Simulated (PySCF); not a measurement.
**CH6AlFO4Si**

The system: CH6AlFO4Si, a molecule drawn to mimic a surface site (built as: Si site whose three back bonds go to F, OAl(OH)2, OCH3; end group H); neutral, singlet. The structure, one conformer, was relaxed in the gas phase by PBE0-D3(BJ)/def2-SVP. No frequency run checks that it is a minimum.

SMILES: CO[SiH](F)[O][Al]([OH])[OH]

```xyz
14

Si   -1.160    1.366   -0.093
F    -2.514    1.455    0.781
O    -0.989   -0.158   -0.640
Al   -0.361   -1.732   -0.618
O     1.258   -1.906   -0.154
O    -1.279   -3.082   -1.053
O     0.041    1.795    0.934
C     1.410    1.495    0.876
H    -1.305    2.298   -1.230
H     1.713   -2.748   -0.095
H    -2.200   -3.062   -1.316
H     1.599    0.430    0.656
H     1.925    2.106    0.114
H     1.859    1.729    1.853
```
(Å; atoms numbered from 1)

Shieldings: GIAO PBE0/pcSseg-1. Shifts are against computed references at the same level: C TMS (σ 184.4 ppm), H TMS (σ 31.27 ppm), Si TMS (σ 352.0 ppm). Core levels by delta-SCF with SCAN, pcX-2 on the ionised atom and pcseg-1 elsewhere, spin-free X2C (2p3/2 is the spin-free 2p value less a third of a first-order spin-orbit splitting); from the vacuum level, for chosen atoms.

Task: Give the NMR and core-level values of the distinct atoms.

Result: 
| atoms | bonded to | σ (ppm) | δ (ppm) | core level (eV) |
| --- | --- | --- | --- | --- |
| Si1 | 1 F + 2 O + 1 H | 417.3 | -65.3 | 2p3/2 108.49 |
| F2 | 1 Si | 314.9 | - | 1s 692.21 |
| O3 | 1 Al + 1 Si | 270.7 | - | 1s 538.02 |
| Al4 | 3 O | 480.9 | - | 2p3/2 81.42 |
| O5 | 1 Al + 1 H | 332.1 | - | - |
| O6 | 1 Al + 1 H | 326.8 | - | - |
| O7 | 1 C + 1 Si | 297.0 | - | 1s 538.24 |
| C8 | 1 O + 3 H | 133.2 | 51.2 | - |
| H9 | 1 Si | 26.94 | 4.32 | - |
| H10 | 1 O | 30.10 | 1.16 | - |
| H11 | 1 O | 29.76 | 1.50 | - |
| H12 H13 H14 | 1 C | 27.37 | 3.89 | - |

Values are those of this one static structure, with the three H of a rotating XH3 group averaged; atoms that internal rotation interchanges would show their mean in an NMR spectrum.

Task: By CAM-B3LYP/def2-SVPD (TDDFT singlets, Tamm-Dancoff triplets, ionisation by delta-SCF), where does absorption start, and what does vertical ionisation take?

Result: The first singlet with intensity lies at 7.25 eV (f 0.002); what lies below it is dark. The lowest singlet lies at 7.16 eV (f 0.000), the strongest of the first 6 at 7.90 eV (f 0.100), the lowest triplet at 6.83 eV; vertical ionisation takes 10.87 eV.

The 3 runs behind this took 11 min in all, one thread each of Arm Neoverse N1 on a shared host, launched as `OMP_NUM_THREADS=1 python cluster_run.py task.json out`.
